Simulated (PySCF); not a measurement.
**IrO2: one-bond stretch**

All numbers come from UPBE0 in PySCF with Ir def2-TZVP with ECP60, O def2-TZVP; scalar-relativistic core potentials, no spin–orbit coupling; density-fitted integrals.

Rigid scan from the doublet minimum (Ir–O 1.684 Å (×2); O–Ir–O 167.0°). Coordinate: the bond from Ir to the last atom (O) scaled, the rest fixed. Energies in kJ/mol from the minimum.

(1) Predict the curve at 0.92, 0.96, 1.00, 1.05, 1.12, 1.20, 1.35, 1.55, 1.80, 2.20.

Answers

(1) 
```json
{"scale of one bond": "0.92", "E (kJ/mol)": "67.0", "dipole size (D)": "1.16", "⟨S²⟩": "0.75"}
{"scale of one bond": "0.96", "E (kJ/mol)": "14.8", "dipole size (D)": "0.68", "⟨S²⟩": "0.75"}
{"scale of one bond": "1.00", "E (kJ/mol)": "0.0", "dipole size (D)": "0.48", "⟨S²⟩": "0.75"}
{"scale of one bond": "1.05", "E (kJ/mol)": "17.6", "dipole size (D)": "0.77", "⟨S²⟩": "0.76"}
{"scale of one bond": "1.12", "E (kJ/mol)": "80.8", "dipole size (D)": "1.18", "⟨S²⟩": "0.93"}
{"scale of one bond": "1.20", "E (kJ/mol)": "163.7", "dipole size (D)": "1.07", "⟨S²⟩": "1.41"}
{"scale of one bond": "1.35", "E (kJ/mol)": "295.0", "dipole size (D)": "0.94", "⟨S²⟩": "1.89"}
{"scale of one bond": "1.55", "E (kJ/mol)": "417.3", "dipole size (D)": "–", "⟨S²⟩": "2.28"}
{"scale of one bond": "1.80", "E (kJ/mol)": "491.7", "dipole size (D)": "–", "⟨S²⟩": "2.59"}
{"scale of one bond": "2.20", "E (kJ/mol)": "522.1", "dipole size (D)": "–", "⟨S²⟩": "2.75"}
```

Spin contamination is strong at 1.20, 1.35, 1.55, 1.80, 2.20, so these points are less reliable.

Other spin states or occupations of the open shell can lie lower. Spin–orbit coupling, left out here, can matter for elements this heavy.

Other isomers or separated fragments may lie lower.
